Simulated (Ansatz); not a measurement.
Ansatz (an electronic-structure program) input (MP2/STO-3G):

Ansatz 0.2 input:
```yaml
crystal:
  periodic: [false, false, false]
  atoms:
    - {symbol: C, position_ang: [1.18568500, -0.00032900, -0.46617800]}
    - {symbol: C, position_ang: [0.18032100, -0.08185900, 0.39341800]}
    - {symbol: O, position_ang: [-1.18095600, 0.08485800, -0.01543700]}
    - {symbol: H, position_ang: [2.14850600, -0.15859600, 0.05200700]}
    - {symbol: H, position_ang: [0.15785100, -0.27079200, 1.47459100]}
    - {symbol: H, position_ang: [-1.05474300, 0.24365800, -0.96653900]}
basis:
  gaussian:
    orbitals: STO-3G
total_charge: -1
magnetization: {spin_polarized: false}
correlation: {method: mp2, electrons: outside_noble_gas}
```

Output:

```
Functional definition: HF
integrals: 0.00 GiB planned
251 factors; integrals over basis functions are off by at most 3.3e-5 eV
mean field: 0.04 GiB planned
mean field evaluation 1: about -4080.4116 eV, gradient 3.0e1 eV
mean field evaluation 2: about -4080.5442 eV, gradient 3.0e1 eV
mean field evaluation 4: about -4083.9972 eV, gradient 3.1e0 eV
mean field evaluation 8: about -4084.0737 eV, gradient 2.0e-4 eV
mean field -4084.07368753 eV, -150.0869397323 hartree, gradient 1.5e-6 eV, S^2 0.000000; 0 other end points of the search recorded, 0 dependent functions left out
3 core orbitals not correlated
reference -4084.07368753 eV, -150.0869397323 hartree; 9, 9 occupied and 6, 6 virtual orbitals, 251 factors
second order -3.78913004 eV of doubles, -0.00000000 eV of singles
Total energy: -4087.86281758 eV, -150.2261876930 hartree
```

The dipole moment of an ion depends on the origin.

The geometry given is a B3LYP-D3(BJ)/def2-TZVP minimum.
